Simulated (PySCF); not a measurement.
**PbSe₂⁻: double against triple zeta**

Base calculation in PySCF with density fitting and no spin–orbit coupling, PBE0/def2-SVPD (scalar-relativistic core potentials): doublet, C2v, Pb–Se 2.553 Å (×2); Se–Pb–Se 129.4°; wavenumbers 58, 200, 210 cm⁻¹; dipole moment about the centre of mass 3.25 D, polar-tensor charge of Pb 0.38 e.

Q: What changes on going to PBE0/def2-TZVPD (scalar-relativistic core potentials)?

A: The point group stays the same. Changes: mean bond to Pb -0.027 Å, smallest bond angle -0.4 degrees, highest wavenumber +6 cm⁻¹, lowest wavenumber +2 cm⁻¹, dipole moment about the centre of mass -0.05 D, polar-tensor charge of Pb +0.03 e. The new structure has Pb–Se 2.526 Å (×2); Se–Pb–Se 129.0°, with wavenumbers 60, 203, 216 cm⁻¹. The larger basis shortens the bonds, as added polarisation functions usually do.

Spin–orbit coupling is large for PbSe₂⁻ and is left out. Each species is the lowest minimum found with this bonding; other isomers or fragments can lie lower.
